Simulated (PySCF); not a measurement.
Al(H)2(PH2) (AlH4P), SMILES [AlH2][PH2]. Heavy atoms are numbered as in [AlH2:1][PH2:4]. Hydrogens are named by the atom that carries them.

The structure is a stationary point at PBE-D3(BJ)/def2-TZVP.

These are PBE0/pcSseg-2 in PySCF values and carry that method's errors.

GIAO shieldings, no solvent; atoms alike by connectivity are averaged. δ = σ(ref) − σ: ¹H against TMS (σ = 31.54 ppm); ³¹P against PH3 (σ = 579.7 ppm), references at their B3LYP-D3(BJ)/def2-TZVP geometries, non-relativistic.

```csv
atoms,nucleus,count,δ (ppm)
H on Al1,¹H,2,6.18
H on P4,¹H,2,(withheld)
P4 (PH2),³¹P,1,-1.9
```

### Question
What belongs in the gaps? (Estimate from the structure and the level; the computed values follow.)

### Answer

- H on P4, δ (ppm): 1.97
